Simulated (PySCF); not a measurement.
## Constants of CsBr, step by step

State: ¹Σ⁺, singlet, closed shell. De refers to Cs + Br. RHF-based CCSD(T) in PySCF 2.14 with Cs cc-pwCVDZ-X2C, Br aug-cc-pVDZ-DK and Cs cc-pwCVTZ-X2C, Br aug-cc-pVTZ-DK (frozen core orbitals: 37; spin-free X2C with a Gaussian nucleus). Correlation energies are extrapolated as n⁻³ (n = 2, 3), Hartree–Fock as (n+1)·exp(−9√n).

```
      Level  Re (Å)  ωe (cm⁻¹)  ωexe (cm⁻¹)  αe (cm⁻¹)  De (eV)
 CCSD(T)/DZ  3.1826      139.8        0.356   0.000117    3.836
 CCSD(T)/TZ  3.1177      145.3        0.366   0.000121    3.985
     HF/CBS  3.1896      136.2        0.345   0.000118    3.139
    MP2/CBS  3.0837      149.3        0.380   0.000124    4.191
   CCSD/CBS  3.1064      146.5        0.371   0.000123    3.980
CCSD(T)/CBS  3.0981      147.6        0.373   0.000123    4.066
```

Task: How much is left between CCSD(T)/TZ and the basis-set limit, and how much do the triples give at the limit?

Result: CCSD(T)/CBS less CCSD(T)/TZ: -19.6 mÅ in Re, +2.3 cm⁻¹ in ωe and +0.081 eV in De. CCSD(T)/CBS less CCSD/CBS: -8.3 mÅ in Re, +1.1 cm⁻¹ in ωe and +0.086 eV in De.

Measured (Huber and Herzberg, Constants of Diatomic Molecules (1979)): Re = 3.072251 Å, ωe = 149.66 cm⁻¹, ωexe = 0.374 cm⁻¹. The last row is off by 25.8 mÅ and -2.0 cm⁻¹.

The T1 diagnostic is 0.009. The open-shell atoms are computed with UHF. Spin–orbit coupling, excitations beyond (T) and corrections to the Born–Oppenheimer picture are left out, and spin–orbit coupling matters for open p, d or f shells this heavy.

The whole job (state search and all basis sets along the bond) took about 6 min on 4 threads of Arm Neoverse V1 (shared host), peak memory 6.5 GiB.
